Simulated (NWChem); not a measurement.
InAsH2F2; SMILES [F][In]([F])[AsH2]

```xyz
6

In    -0.1353     0.6855     0.0556
As    -0.1967    -1.8716     0.2581
H      0.3990    -1.9762    -1.1435
H     -1.6237    -1.8594    -0.2841
F     -1.5558     1.9015     0.6306
F      1.3747     1.7320    -0.6165
```
Atoms are numbered in this order, from 1.

Level: PBE0/def2-SVP with def2 effective core potentials on In (NWChem), optimised geometry, unscaled harmonic frequencies. def2 effective core potentials on In; no spin-orbit coupling.

Q: List the harmonic frequencies with IR intensities, and the thermochemistry.

A: 
```csv
frequency (cm⁻¹),IR intensity (km/mol)
68,7.9
74,0.8
109,24.4
144,31.0
222,3.8
565,6.9
607,0.2
609,71.4
616,65.4
996,15.5
2214,43.3
2230,56.3
```

```
Quantity                                                                            Value
-----------------------------------------------------------------------  ----------------
zero-point energy                                                           12.1 kcal/mol
thermal correction to the enthalpy at 298.15 K (with zero-point energy)     17.1 kcal/mol
heat capacity Cv                                                         20.1 cal/(mol K)
entropy at 298.15 K and 1 atm (symmetry number 1)                        88.9 cal/(mol K)
```

Rigid rotor and harmonic oscillator; modes under 100 cm⁻¹ make the entropy uncertain.
